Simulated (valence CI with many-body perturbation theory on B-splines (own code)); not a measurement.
The numbers below are computed, except where a source is named.
**Hyperfine factors and g values of Yb¹⁹⁺**

Method: valence CI with perturbative core correlation (CI+MBPT): five valence electrons over a frozen Dirac-Fock core [Kr] 4d10, radial functions for each j: 7 s, 7 p, 7 d, 7 f, 4 g, 2 h, with the one-electron correlation potential Σ1, the two-electron term Σ2, the three-electron term Σ3, Breit, model QED; selected CI, second order for the rest, scaled by the run's own slope (own B-spline code, finite nucleus).

No measured spectrum was set against this ion. As an estimate, terms of the open shell hold to a few per cent of their energy, and close levels can change places. Among the levels kept, up to 1000 cm⁻¹ of a level comes from second order outside the variational space, and about a tenth of that is noise between levels of different J, which matters for small intervals. Only levels of the ground parity were solved; by the run's estimate the other parity begins above the list, which can be wrong where configurations are misplaced.

A/g_I is the dipole constant over the nuclear g factor μ/I (μ in nuclear magnetons, uniformly magnetised nucleus), B/Q the quadrupole constant per barn. Both hold the static response of the core; the bare values leave it out. Large factors of s and p1/2 electrons are usually good to 5 to 10 %; those of open d and f shells near neutrality can be off by tens of per cent, and small factors of p3/2, d and f electrons come from cancelling terms and can be off by a factor of two or in sign, in half-filled shells by more. B is blank for J = 1/2, where it vanishes, and for nearly pure S terms. Energies count from the lowest level.

Names give the largest LS component (configuration and term), which can be under half, so a name can repeat, a term be missing and a line seem to break the LS rules; names also repeat where a configuration has a term twice. Letters in brackets count levels of one name in rising energy.

```tsv
Level	E (cm⁻¹)	g	A/g_I (MHz)	A/g_I bare	B/Q (MHz/b)	B/Q bare
4f5 6H°_5/2	0.0	0.338	3870	2990	-2360	-2010
4f5 6H°_7/2	5213	0.840	2250	2090	-2010	-1720
4f5 6H°_9/2	10502	1.069	1550	1710	-2020	-1750
4f5 6H°_11/2	15585	1.191	1210	1550	-2280	-1980
4f5 6F°_1/2	16819	-0.601	8000	6030		
4f5 6F°_3/2	16944	1.020	2080	2260	-298	-250
4f5 6F°_5/2	17871	1.243	1220	1690	-436	-377
4f5 6H°_13/2	20341	1.261	1040	1500	-2710	-2360
4f5 6F°_7/2	22191	1.361	657	1250	93.4	59.7
4f5 6H°_15/2	24565	1.300	976	1510	-3230	-2830
4f5 6F°_9/2	27393	1.411	454	1110	695	564
4f5 6F°_11/2	32760	1.433	400	1090	1390	1160
4f5 4G°_5/2 [a]	36069	0.841	2530	2420	-2050	-1760
4f5 4M°_15/2 [a]	40473	0.911	2150	2110	1490	1240
4f5 4F°_3/2 [a]	40778	0.484	3550	2900	-171	-148
4f5 4I°_9/2 [a]	44926	0.767	2550	2290	-1440	-1220
4f5 4G°_7/2 [a]	45385	1.060	1700	1880	-1890	-1640
4f5 4L°_13/2 [a]	45514	0.943	2060	2070	-180	-177
4f5 4K°_11/2 [a]	45605	0.887	2200	2130	-842	-725
4f5 4M°_17/2	49065	0.998	1850	1940	2160	1820
4f5 4P°_5/2 [a]	49448	1.381	829	1500	-1740	-1490
4f5 4M°_15/2 [b]	53151	1.041	1700	1840	-342	-314
4f5 4G°_9/2 [a]	54051	1.143	1430	1720	-1390	-1220
4f5 4F°_5/2 [a]	54624	0.981	1960	2030	177	142
4f5 4M°_19/2	55017	1.070	1640	1840	2420	2040
4f5 2P°_1/2 [a]	55415	0.366	5430	4930		
4f5 6P°_3/2	56060	1.981	-1910	-553	367	301
4f5 4L°_13/2 [b]	57348	0.940	1970	1960	-786	-664
4f5 4L°_15/2	58022	1.038	1730	1870	0.592	-13.3
4f5 4M°_21/2	58791	1.118	1540	1810	2560	2150
4f5 4I°_11/2 [a]	59236	0.893	2090	2010	-1260	-1050
4f5 4H°_11/2 [a]	60086	1.155	1380	1690	42.1	17.6
4f5 4D°_7/2 [a]	61478	1.261	887	1320	210	159
4f5 4K°_13/2	61971	0.993	1880	1960	-1190	-1000
4f5 4L°_17/2	62100	1.059	1690	1870	-63.9	-66.7
4f5 4H°_7/2 [a]	62519	0.849	2190	2030	255	225
4f5 2G°_9/2 [a]	63197	1.118	1480	1740	1010	848
4f5 4F°_7/2 [a]	64855	1.300	816	1310	886	734
4f5 6P°_5/2	65096	1.516	222	1050	-1520	-1300
4f5 4D°_3/2 [a]	65667	1.400	469	1110	-88.6	-65.3
```

(1) Take the isotope of mass number 171, with I = 1/2, μ = 0.4923 μN. What is the hyperfine structure of 4f5 6F°_3/2?

## Answers

(1) From the table A = 2050 MHz. Shifts from the centre of gravity in MHz: F = 1: -2560, F = 2: 1540.
